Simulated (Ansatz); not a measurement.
C₆H₆, triplet, at a GFN2-xTB geometry (a higher spin typed on purpose: for a closed-shell molecule this is an excited state); WB97X-V/STO-3G (Ansatz, a first-principles code).

Input for Ansatz:
Ansatz 0.2 input:
```yaml
crystal:
  periodic: [false, false, false]
  atoms:
    - {symbol: C, position_ang: [-0.84506378, 1.12846096, 0.22175988]}
    - {symbol: C, position_ang: [-1.39443514, -0.06865515, -0.09830087]}
    - {symbol: C, position_ang: [-0.57097837, -1.20700359, -0.30573960]}
    - {symbol: C, position_ang: [0.82993445, -1.12351932, -0.08797213]}
    - {symbol: C, position_ang: [1.40682046, 0.06054851, 0.23221639]}
    - {symbol: C, position_ang: [0.60278941, 1.27193957, 0.08684995]}
    - {symbol: H, position_ang: [-1.44888616, 1.98096673, 0.49236662]}
    - {symbol: H, position_ang: [-2.46819299, -0.19836118, -0.08793953]}
    - {symbol: H, position_ang: [-1.03058254, -2.17716369, -0.40813274]}
    - {symbol: H, position_ang: [1.40885967, -2.03697827, -0.06993663]}
    - {symbol: H, position_ang: [2.44694749, 0.13344312, 0.51045673]}
    - {symbol: H, position_ang: [0.91745239, 1.92746746, -0.72969618]}
basis:
  gaussian:
    orbitals: STO-3G
hamiltonian:
  xc: {name: wB97X-V}
magnetization: {spin_polarized: true, initial_magnetization: 2}
accuracy: high
```

It wrote (shortened):

```
Functional definition: wB97X-V
801 factors; integrals over basis functions are off by at most 1.7e-9 eV
272 factors; integrals over basis functions are off by at most 1.0e-9 eV
mean field evaluation 1: about -6236.6014 eV, gradient 7.4e0 eV
mean field evaluation 2: about -6237.2370 eV, gradient 2.4e0 eV
mean field evaluation 4: about -6237.3573 eV, gradient 6.6e-1 eV
mean field evaluation 8: about -6237.2671 eV, gradient 8.6e-2 eV
mean field evaluation 16: about -6237.2675 eV, gradient 6.1e-5 eV
mean field -6237.26754499 eV, -229.2153545067 hartree, gradient 9.3e-8 eV, S^2 2.056238; 0 other end points of the search recorded, 0 dependent functions left out
reference -6237.26754487 eV, -229.2153545022 hartree; 22, 20 occupied and 14, 16 virtual orbitals, 801 factors
Total energy: -6237.26754487 eV, -229.2153545022 hartree
```
